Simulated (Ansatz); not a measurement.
# Relative stability

The two ends of one reaction step of Si₂H₆Cl₃OF, closed shell (PBE0-D4/def2-TZVP).

A:

```
atom    x (Å)    y (Å)    z (Å)
 Si1  -1.1233   0.7212  -0.5330
 Si2  -1.5628  -1.5170   0.0037
 Cl3   0.3537   0.9268  -1.9634
 Cl4  -0.5548   1.8622   1.0778
 Cl5  -2.7881   1.6162  -1.3191
  H6   1.8344  -0.3725   0.6780
  F7   1.1880  -1.0697   0.7903
  H8   2.5870   1.5688   1.0419
  O9   2.7511   0.8846   0.3859
 H10  -2.9776  -1.7408  -0.3993
 H11  -1.4253  -1.7116   1.4636
 H12  -0.6763  -2.3998  -0.7857
 H13   2.3940   1.2316  -0.4407
```

B:

```xyz
13
angstrom
Si -0.2590 1.0166 -2.0981
Si -0.7961 -1.3967 1.7572
Cl 1.3838 1.9524 -2.7746
Cl -1.1176 2.0082 -0.5653
Cl -1.6045 0.8386 -3.5975
H 1.9509 -0.1826 0.3393
F 0.1020 -0.4499 -1.6407
H -0.4887 -0.0675 2.3469
O 1.9131 0.7773 0.3304
H -1.2857 -2.3012 2.8275
H 0.4473 -1.9642 1.1735
H -1.8266 -1.2510 0.7030
H 1.5811 1.0199 1.1982
```

Computed with Ansatz 0.2.0 (basis: def2-TZVPP); correlated methods freeze the cores. B3LYP uses VWN-RPA correlation.

Problem. Which structure is lower at CCSD(T), and by how much? (Judge from chemistry; the value comes from the calculation.)

Solution. The calculation gives: B, by 23.30 kcal/mol (electronic energy, against the other). By their contacts, A is a complex of Si₂H₃Cl₃ ([SiH3][Si]([Cl])([Cl])[Cl]) + H₂O + HF and B is a complex of SiCl₃F ([F][Si]([Cl])([Cl])[Cl]) + SiH₄ + H₂O.

All methods give the same order:

| method | E(B) − E(A) (kcal/mol) |
| --- | --- |
| SPW92 | -11.38 |
| PBE-D4 | -15.30 |
| BLYP-D4 | -19.85 |
| r2SCAN-D4 | -21.31 |
| B97M-V | -24.45 |
| PBE0-D4 | -17.59 |
| B3LYP-D4 | -21.28 |
| r2SCAN0-D4 | -21.77 |
| BHLYP-D4 | -23.80 |
| CAM-B3LYP-D4 | -22.89 |
| wB97X-V | -22.12 |
| wB97M-V | -22.83 |
| B2PLYP | -23.46 |
| PBE-QIDH | -21.00 |
| RPA on PBE | -24.73 |
| HF | -32.38 |
| MP2 | -23.29 |
| CCSD | -24.77 |
| CCSD(T) | -23.30 |

The T1 diagnostic stays at or below 0.011.

Labels in which every atom is bracketed show which atoms are joined, not bond orders.

For scale, one of the runs: CCSD(T)/def2-TZVPP, 356 basis functions, launched by `ansatz run in.yaml --threads 4 --pin off --events-out ev --progress --plain --max-ram 46080MiB --backend cuda --devices 0, --max-vram 37GiB`. Hardware: 4 CPU threads of an AMD EPYC 7R13 and a share of one NVIDIA H100, shared host. Wall time 8 s; peak host memory 0.84 GiB.
